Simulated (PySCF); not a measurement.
H₅NO₃Ti, SMILES [OH][Ti]([NH2])([OH])[OH], multiplicity 1.

Geometry: PBE-D3(BJ)/def2-SVP. The multiplicity is an assumed one; no other spin state was optimised. The structure was generated by enumeration; whether it is a known compound was not checked. One conformer was computed; it need not be the lowest.

All values below come from PBE-D3(BJ)/def2-SVP in PySCF 2.14.0.

Frequencies are harmonic and unscaled.

| mode | ν (cm⁻¹) | IR (km/mol) | moving atoms (share of kinetic energy) |
|---|---|---|---|
| 1 | 151 | 18.2 | H 49 %, O 31 %, N 12 %, Ti 8 % |
| 2 | 165 | 18.1 | O 42 %, H 30 %, N 25 % |
| 3 | 174 | 2.0 | O 54 %, H 27 %, N 10 %, Ti 9 % |
| 4 | 187 | 7.2 | H 34 %, O 32 %, Ti 19 %, N 15 % |
| 5 | 214 | 13.4 | O 62 %, H 21 %, Ti 15 % |
| 6 | 248 | 50.3 | H 69 %, O 24 % |
| 7 | 269 | 31.4 | H 80 %, O 16 % |
| 8 | 275 | 68.8 | H 79 %, O 17 % |
| 9 | 340 | 117.1 | H 82 %, O 16 % |
| 10 | 374 | 214.0 | H 79 %, N 18 % |
| 11 | 469 | 109.2 | H 75 %, O 23 % |
| 12 | 484 | 91.5 | H 71 %, O 26 % |
| 13 | 505 | 50.8 | H 75 %, N 18 % |
| 14 | 510 | 109.9 | H 79 %, O 17 % |
| 15 | 670 | 7.1 | O 52 %, N 36 %, H 10 % |
| 16 | 725 | 194.0 | O 36 %, Ti 33 %, N 23 % |
| 17 | 764 | 172.2 | O 52 %, Ti 36 %, H 10 % |
| 18 | 775 | 193.9 | O 52 %, Ti 38 %, H 10 % |
| 19 | 1434 | 24.0 | H 89 %, N 11 % |
| 20 | 3459 | 42.2 | H 96 % |
| 21 | 3562 | 15.5 | H 91 %, N 9 % |
| 22 | 3764 | 151.1 | H 94 % |
| 23 | 3772 | 148.6 | H 94 % |
| 24 | 3776 | 89.1 | H 94 % |
